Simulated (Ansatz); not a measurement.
Program: Ansatz. Geometries: PBE0-D4/def2-TZVP. ΔE: electronic, gas phase. CCSD(T)/CBS is the MP2 limit (def2-TZVPP, def2-QZVPP) plus CCSD(T) − MP2 in def2-TZVPP, frozen cores. This one scheme is used for every species. Functionals use def2-TZVPP. B3LYP here is the variant with VWN-RPA as its local correlation; programs differ in this. One conformer a species, not always the lowest.

Consider the substitution at a C–Si bond: `C[SiH](O)C(N)=O` + `N[SiH3]` → `NC(=O)N[SiH3]` + `C[SiH2]O`.

`C[SiH](O)C(N)=O`:

Z-matrix (Å, degrees):
```
C
Si 1 1.859
H 1 1.092 2 110.9
H 1 1.094 2 111.1 3 -120.7
H 1 1.093 2 110.3 3 119.8
O 2 1.637 1 112.8 3 -60.1
C 2 1.928 1 111.8 3 53.1
H 2 1.490 1 109.6 3 175.1
H 6 0.968 2 109.5 1 118.1
N 7 1.349 2 122.4 1 63.3
O 7 1.225 2 115.7 1 -115.7
H 10 1.004 7 121.6 2 4.4
H 10 1.009 7 119.3 2 179.1
```

`N[SiH3]`:

Z-matrix (Å, degrees):
```
Si
N 1 1.720
H 1 1.486 2 107.9
H 1 1.494 2 116.0 3 -120.3
H 1 1.486 2 107.9 3 119.4
H 2 1.007 1 119.6 3 -168.6
H 2 1.007 1 119.6 3 49.2
```

`NC(=O)N[SiH3]`:

Cartesian coordinates in Å:
```
N 1.924 0.072 -0.908
C 0.923 -0.048 0.016
O 1.133 -0.291 1.192
N -0.363 0.084 -0.438
Si -1.631 -0.142 0.747
H 2.849 0.137 -0.519
H 1.763 0.574 -1.763
H -0.536 0.189 -1.423
H -1.568 0.887 1.809
H -1.617 -1.502 1.331
H -2.878 0.040 -0.044
```

`C[SiH2]O`:

```xyz
9

C    -0.544   -0.726    0.743
Si    0.035    0.303   -0.698
O     1.010    1.553   -0.234
H    -1.222   -1.512    0.398
H    -1.079   -0.112    1.472
H     0.294   -1.210    1.252
H    -1.117    0.947   -1.376
H     0.747   -0.580   -1.667
H     1.878    1.338    0.109
```

| level | ΔE (kJ/mol) | difference from CCSD(T)/CBS |
| --- | --- | --- |
| r2SCAN-D4 | -16.8 | -1.5 |
| PBE0-D4 | -18.2 | -2.9 |
| B3LYP-D4 | -15.1 | 0.2 |
| ωB97M-V | -16.4 | -1.1 |
| PBE | -11.3 | 4.0 |
| r2SCAN | -17.3 | -2.0 |
| PBE0 | -19.2 | -3.9 |
| HF/def2-TZVPP | -39.0 | -23.7 |
| MP2/def2-TZVPP | -18.7 | -3.4 |
| SCS-MP2/def2-TZVPP | -20.8 | -5.5 |
| CCSD(T)/def2-TZVPP | -18.2 | -2.9 |
| HF/def2-QZVPP | -39.1 | -23.8 |
| SCS-MP2/def2-QZVPP | -19.0 | -3.7 |
| HF/CBS(def2) | -39.2 | -23.9 |
| MP2/CBS(def2) | -15.7 | -0.4 |
| CCSD/CBS(def2) | -18.5 | -3.2 |
| CCSD(T)/CBS | -15.3 | 0 |

Largest T1 diagnostic among the species: 0.015.

From PBE to PBE0 (25 % exact exchange), in def2-TZVPP and without D4, ΔE moves by −7.9 kJ/mol. In def2-TZVPP, CCSD(T) changes the Hartree–Fock value by +20.8 kJ/mol (the triples alone add +3.3 kJ/mol) and MP2 by +20.3 kJ/mol.
